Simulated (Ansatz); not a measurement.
A structure relaxed at r2SCAN-D4/def2-SVP in Ansatz, charge 0, singlet:

```xyz
72

C    -7.833    1.904  -10.313
C    -6.843    1.424   -9.497
O    -6.876    2.050   -8.294
C    -7.895    2.952   -8.331
C    -8.127    3.744   -7.159
C    -9.055    4.727   -6.864
C    -8.787    5.148   -5.538
C    -7.709    4.395   -5.100
C    -6.990    4.363   -3.866
C    -7.125    5.074   -2.684
C    -6.115    4.599   -1.811
C    -5.422    3.627   -2.512
C    -4.314    2.793   -2.185
C    -3.625    1.821   -2.889
C    -2.612    1.343   -2.022
C    -2.743    2.050   -0.839
C    -2.033    2.026    0.396
C    -2.169    2.736    1.576
C    -1.157    2.261    2.448
C    -0.464    1.288    1.749
C     0.644    0.457    2.081
C     1.341   -0.516    1.385
C     2.350   -0.989    2.261
C     2.210   -0.276    3.438
C     2.919   -0.298    4.674
C     2.788    0.410    5.857
C     3.801   -0.071    6.722
C     4.492   -1.044    6.017
C     5.603   -1.877    6.352
C     6.373   -2.001    7.497
C     7.336   -3.002    7.226
C     7.099   -3.433    5.930
C     7.732   -4.413    5.106
C     8.799   -5.270    5.316
C     8.963   -6.011    4.118
C     7.984   -5.563    3.250
C     7.630   -5.911    1.909
C     6.651   -5.458    1.048
C     6.813   -6.204   -0.157
C     7.871   -7.050    0.052
O     8.373   -6.879    1.303
O     7.239   -4.594    3.848
O     6.047   -2.748    5.404
O     3.954   -1.179    4.773
O     1.173    0.604    3.331
O    -0.996    1.145    0.500
O    -3.779    2.933   -0.938
O    -5.954    3.484   -3.758
O    -7.311    3.544   -6.087
C    -8.521    2.901   -9.561
H    -8.044    1.584  -11.332
H    -6.070    0.669   -9.616
H    -9.834    5.097   -7.529
H    -9.315    5.909   -4.966
H    -7.867    5.844   -2.480
H    -5.906    4.919   -0.792
H    -3.841    1.507   -3.908
H    -1.868    0.574   -2.221
H    -2.915    3.504    1.771
H    -0.946    2.580    3.466
H     1.134   -0.837    0.367
H     3.098   -1.757    2.072
H     2.045    1.178    6.059
H     4.007    0.251    7.741
H     6.252   -1.433    8.418
H     8.113   -3.369    7.894
H     9.390   -5.349    6.227
H     9.700   -6.781    3.902
H     5.917   -4.686    1.270
H     6.221   -6.125   -1.068
H     8.368   -7.800   -0.558
H    -9.368    3.505   -9.879
```

Question: Give its formula, name or SMILES and point group.

Answer: `c1coc(-c2ccc(-c3ccc(-c4ccc(-c5ccc(-c6ccc(-c7ccc(-c8ccc(-c9ccc(-c%10ccco%10)o9)o8)o7)o6)o5)o4)o3)o2)c1`. Point group Cs (tolerance 0.1 Å).

Question: Summarise the bond lengths by kind (pairs closer than 1.2 times the sum of covalent radii, bridged metal pairs left out).

Answer: 39 × C–C 1.37 to 1.43 Å; 20 × C–O 1.36 Å; 22 × C–H 1.09 Å.

Single mean-field runs in def2-SVP are fitted with def2-universal-jkfit.
